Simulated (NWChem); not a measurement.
All runs are NWChem calculations. System: H6AlP, charge 0, spin multiplicity 1, at a geometry optimised with PBE/def2-SVP. The structure started from a generated list of species. Level: B3LYP/aug-cc-pVTZ, VWN1-RPA local correlation.

The NWChem input:

```
start mol
memory heap 200 mb stack 900 mb global 1100 mb
geometry units angstroms nocenter noautoz
  Al     1.286435    -0.523234     0.000000
  H      1.157869    -1.334626     1.386548
  H      1.157869    -1.334626    -1.386548
  H      2.060447     0.890371     0.000000
  P     -1.064126     0.432658     0.000000
  H     -2.183390    -0.457379     0.000000
  H     -1.477284     1.274216    -1.079752
  H     -1.477284     1.274216     1.079752
  symmetry group Cs
end
basis spherical
  * library aug-cc-pvtz
end
dft
  xc b3lyp
  semidirect memsize 60000000 filesize 0
  iterations 100
end
task dft energy
```

Part of the output:

```
             Northwest Computational Chemistry Package (NWChem) 7.3.0
             --------------------------------------------------------

                                NWChem Input Module
                                -------------------

 Scaling coordinates for geometry "geometry" by  1.889725989
 (inverse scale =  0.529177249)

 Turning off AUTOSYM since
 SYMMETRY directive was detected!

                             Geometry "geometry" -> ""
                             -------------------------

 Output coordinates in angstroms (scale by  1.889725989 to convert to a.u.)

  No.       Tag          Charge          X              Y              Z
 ---- ---------------- ---------- -------------- -------------- --------------
    1 Al                  13.0000     1.28643500    -0.52323400     0.00000000
    2 H                    1.0000     1.15786900    -1.33462600     1.38654800
    3 H                    1.0000     1.15786900    -1.33462600    -1.38654800
    4 H                    1.0000     2.06044700     0.89037100     0.00000000
    5 P                   15.0000    -1.06412600     0.43265800     0.00000000
    6 H                    1.0000    -2.18339000    -0.45737900     0.00000000
    7 H                    1.0000    -1.47728400     1.27421600    -1.07975200
    8 H                    1.0000    -1.47728400     1.27421600     1.07975200

 Effective nuclear repulsion energy (a.u.)      86.1280757037

            Nuclear Dipole moment (a.u.)
            ----------------------------
        X                 Y               Z
 ---------------- ---------------- ----------------
    -0.0000151178     0.0000000000     0.0000000000

      Symmetry information
      --------------------

 Group name             Cs
 Group number              2
 Group order               2
 No. of unique centers     6

      Symmetry unique atoms

     1    2    4    5    6    7


 Summary of "ao basis" -> "" (spherical)
 ------------------------------------------------------------------------------
       Tag                 Description            Shells   Functions and Types
 ---------------- ------------------------------  ------  ---------------------
 *                        aug-cc-pvtz                 on all atoms

                                 NWChem DFT Module
                                 -----------------

 Summary of "ao basis" -> "ao basis" (spherical)
 ------------------------------------------------------------------------------
       Tag                 Description            Shells   Functions and Types
 ---------------- ------------------------------  ------  ---------------------
 Al                       aug-cc-pvtz               16       50   6s5p3d2f
 H                        aug-cc-pvtz                9       23   4s3p2d
 P                        aug-cc-pvtz               16       50   6s5p3d2f

 Summary of "ao basis" -> "ao basis" (spherical)
 ------------------------------------------------------------------------------
       Tag                 Description            Shells   Functions and Types
 ---------------- ------------------------------  ------  ---------------------
 Al                       aug-cc-pvtz               16       50   6s5p3d2f
 H                        aug-cc-pvtz                9       23   4s3p2d
 P                        aug-cc-pvtz               16       50   6s5p3d2f

      Symmetry analysis of basis
      --------------------------

        a'        144
        a"         94

            General Information
[...]
 d= 0,ls=0.0,diis     3   -587.0500187156 -1.34D+00  3.95D-03  2.52D+00    33.2
 d= 0,ls=0.0,diis     4   -587.4283046747 -3.78D-01  7.74D-04  3.06D-02    41.4
 d= 0,ls=0.0,diis     5   -587.4329554555 -4.65D-03  1.57D-04  2.73D-03    49.6
  Resetting Diis
 d= 0,ls=0.0,diis     6   -587.4333176183 -3.62D-04  4.68D-05  9.22D-05    57.7
 d= 0,ls=0.0,diis     7   -587.4333248579 -7.24D-06  1.17D-05  2.27D-06    66.0
 d= 0,ls=0.0,diis     8   -587.4333250829 -2.25D-07  2.20D-06  7.80D-07    74.3

         Total DFT energy =     -587.433325082871
      One electron energy =     -983.754686039685
           Coulomb energy =      354.294491670560
    Exchange-Corr. energy =      -44.101206417474
 Nuclear repulsion energy =       86.128075703728

 Numeric. integr. density =       33.999985840233

     Total iterative time =     71.7s

                  Occupations of the irreducible representations
                  ----------------------------------------------

                     irrep           alpha         beta
                     --------     --------     --------
                     a'               13.0         13.0
                     a"                4.0          4.0

                       DFT Final Molecular Orbital Analysis
                       ------------------------------------

 Vector   15  Occ=2.000000D+00  E=-3.188284D-01  Symmetry=a'
              MO Center=  1.8D-01, -7.6D-02, -1.6D-14, r^2= 4.0D+00
   Bfn.  Coefficient  Atom+Function         Bfn.  Coefficient  Atom+Function
  ----- ------------  ---------------      ----- ------------  ---------------
   129      0.319714  5 P  px               124      0.227851  5 P  s
     5     -0.214216  1 Al s                122      0.211615  5 P  s
     3     -0.191586  1 Al s                 10     -0.151013  1 Al px
   135      0.140803  5 P  px               130     -0.130337  5 P  py
   132      0.109300  5 P  px                 6      0.086492  1 Al s

 Vector   16  Occ=2.000000D+00  E=-2.813162D-01  Symmetry=a"
              MO Center=  1.1D+00, -1.1D+00, -5.6D-13, r^2= 2.8D+00
   Bfn.  Coefficient  Atom+Function         Bfn.  Coefficient  Atom+Function
  ----- ------------  ---------------      ----- ------------  ---------------
    12      0.288613  1 Al pz                52      0.218368  2 H  s
    75     -0.218368  3 H  s                 53      0.162326  2 H  s
    76     -0.162326  3 H  s                 51      0.141014  2 H  s
    74     -0.141014  3 H  s                 18      0.109398  1 Al pz
    23     -0.067954  1 Al d -1              28     -0.055873  1 Al d -1

 Vector   17  Occ=2.000000D+00  E=-2.813073D-01  Symmetry=a'
              MO Center=  1.6D+00,  1.2D-02,  6.0D-13, r^2= 2.8D+00
   Bfn.  Coefficient  Atom+Function         Bfn.  Coefficient  Atom+Function
  ----- ------------  ---------------      ----- ------------  ---------------
    11      0.267401  1 Al py                98      0.252177  4 H  s
    99      0.187382  4 H  s                 97      0.162865  4 H  s
    52     -0.126019  2 H  s                 75     -0.126019  3 H  s
    10      0.108624  1 Al px                17      0.101418  1 Al py
    53     -0.093717  2 H  s                 76     -0.093717  3 H  s

 Vector   18  Occ=0.000000D+00  E=-3.603716D-02  Symmetry=a'
              MO Center= -1.5D+00,  6.3D-01,  1.2D-13, r^2= 1.1D+01
   Bfn.  Coefficient  Atom+Function         Bfn.  Coefficient  Atom+Function
  ----- ------------  ---------------      ----- ------------  ---------------
   125      0.804871  5 P  s                124      0.701726  5 P  s
     6      0.545260  1 Al s                173     -0.440109  6 H  s
   196     -0.439890  7 H  s                219     -0.439890  8 H  s
   172     -0.348542  6 H  s                195     -0.348079  7 H  s
   218     -0.348079  8 H  s                122      0.268638  5 P  s

 Vector   19  Occ=0.000000D+00  E=-2.226390D-02  Symmetry=a'
              MO Center= -1.1D+00,  3.7D-01,  4.5D-09, r^2= 4.9D+00
   Bfn.  Coefficient  Atom+Function         Bfn.  Coefficient  Atom+Function
  ----- ------------  ---------------      ----- ------------  ---------------
   173      1.173742  6 H  s                139      0.604757  5 P  py
   196     -0.587245  7 H  s                219     -0.587245  8 H  s
   130      0.246189  5 P  py               138      0.245675  5 P  px
   180     -0.220752  6 H  px               141      0.163868  5 P  d -2
   151      0.149210  5 P  d -2             181     -0.142562  6 H  py

 Vector   20  Occ=0.000000D+00  E=-2.226381D-02  Symmetry=a"
              MO Center= -1.1D+00,  5.1D-01, -4.5D-09, r^2= 4.9D+00
   Bfn.  Coefficient  Atom+Function         Bfn.  Coefficient  Atom+Function
  ----- ------------  ---------------      ----- ------------  ---------------
   196      1.017104  7 H  s                219     -1.017104  8 H  s
   140      0.653450  5 P  pz               131      0.265691  5 P  pz
   142     -0.198597  5 P  d -1             152     -0.179594  5 P  d -1
   205     -0.152508  7 H  pz               228     -0.152508  8 H  pz
   204      0.149907  7 H  py               227     -0.149907  8 H  py

 center of mass
 --------------
 x =   0.02900274 y =  -0.01186940 z =   0.00000000

 moments of inertia (a.u.)
 ------------------
          97.419579039535         130.234423704991           0.000000000000
         130.234423704991         364.677437474814           0.000000000000
           0.000000000000           0.000000000000         417.636604337681

     Multipole analysis of the density
     ---------------------------------

     L   x y z        total         alpha         beta         nuclear
     -   - - -        -----         -----         ----         -------
     0   0 0 0     -0.000000    -17.000000    -17.000000     34.000000

     1   1 0 0     -1.456462     -0.728223     -0.728223     -0.000015
     1   0 1 0      0.591781      0.295891      0.295891      0.000000
     1   0 0 1      0.000000      0.000000      0.000000      0.000000

     2   2 0 0    -22.214130   -108.522214   -108.522214    194.830299
     2   1 1 0     -1.013646     34.629999     34.629999    -70.273644
     2   1 0 1      0.000000      0.000000      0.000000      0.000000
     2   0 2 0    -24.301480    -37.467115    -37.467115     50.632749
     2   0 1 1      0.000000      0.000000      0.000000      0.000000
     2   0 0 2    -24.712694    -23.385149    -23.385149     22.057605

 Task  times  cpu:       74.3s     wall:       74.3s

 Total times  cpu:       74.3s     wall:       74.3s
```
